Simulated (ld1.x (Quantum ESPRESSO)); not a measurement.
# How hard is this xenon (Xe) TM potential?

ld1.x (Quantum ESPRESSO) 7.5 input, shortened:

```
&input
   title='Xe', zed=54., rel=2, dft='PBESOL', iswitch=3,
   config='[Kr] 4d10 5s2 5p5', rel_dist='average'
 /
 &inputp
   pseudotype=2, tm=.true., lloc=1,
   nlcc=.true., new_core_ps=.true., rcore=0.66
 /
3
5S  1  0   2.00   0.00  1.60  1.60  0.0
4D  3  2  10.00   0.00  0.80  0.80  0.0
5P  2  1   5.00   0.00  2.00  2.00  0.0
 &test
   configts(1)='4d10 5s2 5p5'
 /
```

Open shells are filled in proportion to 2j + 1 (rel_dist='average').

The pseudo-atom Hamiltonian at the reference potential is diagonalised in spherical Bessel functions j_l(qr) that vanish at 20 bohr, with q² up to the cutoff. All-electron valence levels (Ry): 5s -2.1387, 4d3/2 -5.1791, 4d5/2 -5.0327, 5p1/2 -1.3222, 5p3/2 -1.2195.

How do the lowest levels (Ry) of each channel move with the cutoff, and are there ghosts?

```tsv
cutoff (Ry)	s #1	s #2	d3/2 #1	d5/2 #1	d5/2 #2	p1/2 #1	p1/2 #2	p3/2 #1	f #1	Σ f·Δε (mRy)
8	-2.0255	-0.3805	-0.4946	-0.4986	-0.1136	-1.2135	-0.2351	-1.2135	-0.0513	46361.9
18	-2.1208	-0.3949	-0.7703	-0.7930	-0.1403	-1.2486	-0.2392	-1.2486	-0.0513	43126.2
35	-2.1357	-0.3962	-2.4836	-2.5166	-0.2224	-1.2514	-0.2396	-1.2514	-0.0513	25887.2
55	-2.1378	-0.3965	-4.4230	-4.3510	-0.2542	-1.2519	-0.2397	-1.2519	-0.0513	7117.1
90	-2.1386	-0.3965	-5.1047	-4.9670	-0.2614	-1.2519	-0.2397	-1.2519	-0.0513	692.5
140	-2.1387	-0.3965	-5.1743	-5.0286	-0.2621	-1.2519	-0.2397	-1.2519	-0.0513	44.3
230	-2.1387	-0.3965	-5.1784	-5.0330	-0.2621	-1.2519	-0.2397	-1.2519	-0.0513	1.8
400	-2.1387	-0.3965	-5.1785	-5.0332	-0.2621	-1.2519	-0.2397	-1.2519	-0.0513	0.0
```

Result: no extra level below or beside the all-electron valence levels (s, d3/2, d5/2, p1/2, p3/2, f tested); 10 mRy is reached at 180 Ry and 1 mRy at over 300 Ry.

The potential misses its own reference levels by up to 1.0 eV. Its largest configuration-test error is -616 meV.
